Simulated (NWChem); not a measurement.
Si2H2F4; SMILES F[SiH](F)[SiH](F)F

```xyz
8

Si    -1.1058     0.3994     0.0012
F     -1.8555    -0.2132     1.3164
F     -1.8527    -0.2062    -1.3188
Si     1.1058    -0.3994     0.0012
F      1.8527     0.2062    -1.3188
F      1.8555     0.2132     1.3164
H     -1.2728     1.8866     0.0051
H      1.2728    -1.8866     0.0051
```
Atoms are numbered in this order, from 1.

Program: NWChem. Geometry: optimised at PBE-D3(BJ)/def2-SVP. Level B3LYP/def2-SVP: energy and gradient on several grids; changes count from the extra-fine grid, which is no exact limit either.

**Question.** Which is the coarsest grid (coarse; medium; xfine; xcoarse; fine) from which on the energy stays within 50 μHa and each gradient component within 100 μHa/bohr of xfine?

**Answer.** medium.
| grid | size of the energy change (μHa) | largest change of a gradient component (μHa/bohr) | time, medium = 1 (rough) |
|---|---|---|---|
| xcoarse | 4000 | 1000 | about 1 |
| coarse | < 10 | 300 | about 1 |
| medium | < 10 | 50 | about 1 |
| fine | < 10 | < 30 | about 1 |
| xfine | < 10 | < 30 | 2 |
